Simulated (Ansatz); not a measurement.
Relaxation of AlCl2H5Si (9 atoms, charge 0, multiplicity 1), to a largest force component of 0.03 eV/Å in at most 50 steps.

Method: RKS PBE/def2-SVP (Ansatz 0.2.0).

```xyz
9
Properties=species:S:1:pos:R:3
Al -0.012 0.388 0.094
Cl 0.007 0.912 2.224
H 1.341 0.203 -0.700
Cl -1.862 0.414 -0.920
Si -0.359 -2.939 1.164
H -0.865 -3.289 -0.204
H 0.938 -3.638 1.445
H -1.383 -3.254 2.212
H -0.111 -1.474 1.235
```

**Question.** Where does it end, and by what steps?

**Answer.** It converged. After 13 steps the energy has fallen by 0.199 eV; Cl4 moved furthest, 0.84 Å.

```csv
step,energy less start (eV),largest force component (eV/Å),accepted
0,0.0000,1.119,yes
1,-0.1051,0.532,yes
2,-0.1409,0.072,yes
3,-0.1451,0.243,yes
4,-0.1552,0.081,yes
5,-0.1619,0.055,yes
6,-0.1710,0.187,yes
7,-0.1775,0.126,yes
8,-0.1887,0.163,yes
9,-0.1926,0.202,yes
10,-0.1961,0.144,yes
11,-0.1975,0.082,yes
12,-0.1981,0.050,yes
13,-0.1988,0.015,yes
```

```xyz
9
Properties=species:S:1:pos:R:3
Al -0.064 0.263 0.303
Cl 0.175 1.380 2.088
H 1.128 0.132 -0.732
Cl -2.059 -0.149 -0.325
Si -0.329 -2.899 1.029
H -0.440 -3.165 -0.438
H 0.646 -3.836 1.682
H -1.652 -2.892 1.726
H 0.288 -1.509 1.219
```

Whether the end is a true minimum wasn't checked by a vibrational analysis.

Run time: 26 s on 2 threads of Arm Neoverse V1, with other jobs on the host, peak memory 0.14 GiB.
